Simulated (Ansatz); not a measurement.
Reaction (ligand exchange at the Si–C bond): `C[SiH](F)S` + H₂S → `F[SiH](S)S` + CH₄

Program: Ansatz. Geometries: PBE0-D4/def2-TZVP. ΔE: electronic, gas phase. CCSD(T)/CBS adds triple-zeta CCSD(T) − MP2 to the extrapolated MP2 energy (def2 sets, frozen cores). This one scheme is used for every species. DFT in def2-TZVPP. One conformer a species, not always the lowest.

```json
{"level": "PBE-QIDH", "ΔE (kcal/mol)": "-14.2"}
{"level": "CCSD(T)/def2-TZVPP", "ΔE (kcal/mol)": "-13.1"}
```

**Question.** What does CCSD(T)/CBS give? (An estimate is asked.)

**Answer.** Computed: -13.8 kcal/mol. The listed levels differ from it by -0.4, 0.7 kcal/mol.

Largest T1 diagnostic among the species: 0.012.

At CCSD(T), def2-SVP lies +1.2 kcal/mol from the extrapolated value and def2-TZVPP +0.7 kcal/mol. Leaving LDA and LC-ωPBE aside and taking each functional with its dispersion term where it has one, the values, not all of them listed here, spread over 1.8 kcal/mol, from revPBE-D4 to CAM-B3LYP-D4. LDA lies +0.8 kcal/mol from PBE without D4.
